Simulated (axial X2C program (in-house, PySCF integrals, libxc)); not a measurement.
Low determinants of MoSi at the PBE0 level, spin-free

All values were computed with an axial X2C code built on PySCF integrals. Spin-free means the one-electron spin-free X2C Hamiltonian. Basis: Mo dyall-cv3z [11s12p9d5f3g], Si dyall-v3z [8s7p2d1f] (cores contracted in-house); Gaussian nuclei, density fitting, unrestricted open shells. Masses: Mo 97.905 u, Si 27.977 u.

Search at 2.374 Å (vertical energies from the lowest determinant):

| ΔE (eV) | state | electrons beyond evenly filled partner blocks | electrons in σ, π, δ, φ |
| --- | --- | --- | --- |
| 0.00 | M_S = 2, Λ = 1 | σα, π+α, π+β, π-α, δ+α, δ-α | 27 23 6 0 |
| 0.08 | M_S = 2, Λ = 0 | 2 × σα, δ+α, δ-α | 26 24 6 0 |
| 0.26 | M_S = 1, Λ = 0 | δ+α, δ-α | 26 24 6 0 |
| 0.66 | M_S = 3, Λ = 1 | σα, 2 × π+α, π-α, δ+α, δ-α | 27 23 6 0 |
| 0.75 | M_S = 1, Λ = 1 | σα, π+α, π+β, π-β, δ+α, δ-α | 27 23 6 0 |
| 0.90 | M_S = 1, Λ = 2 | σα, δ+α | 27 24 5 0 |
| 1.11 | M_S = 4, Λ = 0 | 2 × σα, 2 × π+α, 2 × π-α, δ+α, δ-α | 26 24 6 0 |

Lowest determinant, M_S = 2, Λ = 1 (beyond evenly filled blocks: σα, π+α, π+β, π-α, δ+α, δ-α): Re = 2.364 Å, ωe = 320.8 cm⁻¹.

The determinant in row 2 of the search, M_S = 2, Λ = 0 (beyond evenly filled blocks: 2 × σα, δ+α, δ-α), was followed along the bond at PBE0; measured from the minimum of the lowest determinant it gives:

Te = 0.020 eV (162 cm⁻¹), Re = 2.250 Å, ωe = 354.4 cm⁻¹.

**Question.** Compare the bond of the determinant in row 2 with that of the lowest one.

**Answer.** At PBE0 its Re is 0.114 Å shorter and its force constant, which goes as ωe², is 1.22 times that of the lowest determinant. This determinant mixes spin states, so it has no term energy of its own.

The search compares states at one distance, so a state with another bond length can lie lower; it is not exhaustive and yields mostly the lowest determinant of each block pattern, so other components and higher states of one pattern are missing. These are energies of single determinants, not of spin-adapted states; PBE0 term energies can be off by some tenths of an eV, and the functional has no current term. The lowest determinant need not be the ground state where others lie within half an eV. Row 1 is spin-contaminated (⟨S²⟩ = 6.50 against 6.00), so its values are not those of a pure state. Row 2 is spin-contaminated (⟨S²⟩ = 6.81 against 6.00), so its values are not those of a pure state.
